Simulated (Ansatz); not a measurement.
Consider the cleavage of the Sb–Si bond: `N[SiH2][SbH2]` + `NC=O` → `O=C[NH][SbH2]` + `N[SiH3]`.

Calculated with Ansatz (gas phase, PBE0-D4/def2-TZVP geometries, no zero-point term in ΔE). CCSD(T)/CBS adds triple-zeta CCSD(T) − MP2 to the extrapolated MP2 energy (def2 sets, frozen cores). This one scheme is used for every species. DFT in def2-TZVPP. Elements past krypton have def2 core potentials. For Sb outer-core shells are correlated without core-valence functions, which leaves a few kJ/mol of doubt a bond. One conformer a species, not always the lowest.

```csv
level,ΔE (kJ/mol)
LDA (SPW92),44.9
r2SCAN0-D4,43.2
CCSD/def2-TZVPP,31.7
MP2/CBS(def2),34.3
```

Problem. What does CCSD(T)/CBS give? (Estimate.)

Solution. Ansatz gave: +32.7 kJ/mol. The listed levels differ from it by 12.2, 10.5, -1.0, 1.6 kJ/mol.

Largest T1 diagnostic among the species: 0.017.

Leaving LDA and LC-ωPBE aside and taking each functional with its dispersion term where it has one, the values, not all of them listed here, spread over 22.5 kJ/mol, from B97M-V to HSE06-D4. From BLYP to BHLYP (50 % exact exchange), in def2-TZVPP and without D4, ΔE moves by +4.2 kJ/mol.
